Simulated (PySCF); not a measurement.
## Finite-field polarisability of Al (aluminium, neutral)

[Ne] 3s2 3p1, 2P determinant. Calculation: PySCF 2.14, in aug-cc-pwCVDZ (6s5p3d, 36 functions); no relativity, point nucleus. Frozen: [Ne]. Energy changes in a uniform field (μhartree):

```
axis  F (au)        HF       MP2      CCSD   CCSD(T)
   x   0.002  -102.072   -99.208   -95.741   -95.686
   x   0.004  -408.363  -396.905  -383.043  -382.825
   y  0.0016  -100.657   -98.564   -94.589   -94.535
   y  0.0032  -403.598  -395.202  -379.264  -379.045
```

By symmetry the remaining axis equals x.

Derive α along x at CCSD(T) from the two fields.

With ΔE = −αF²/2 − γF⁴/24, α = −(16 ΔE(F) − ΔE(2F))/(6F²) = 47.84 bohr³.

And the mean polarisability at each level?

The components xx, yy, zz at CCSD(T) are 47.84, 73.80, 47.84, the third axis being equal by symmetry to one of the two computed. Means: HF 60.21, MP2 58.71, CCSD 56.52, CCSD(T) 56.49 bohr³. Reference: 57.8 ± 1 bohr³ (recommended; Schwerdtfeger and Nagle, table of static dipole polarizabilities (2023 update)).

A double-zeta set is small for polarisabilities.
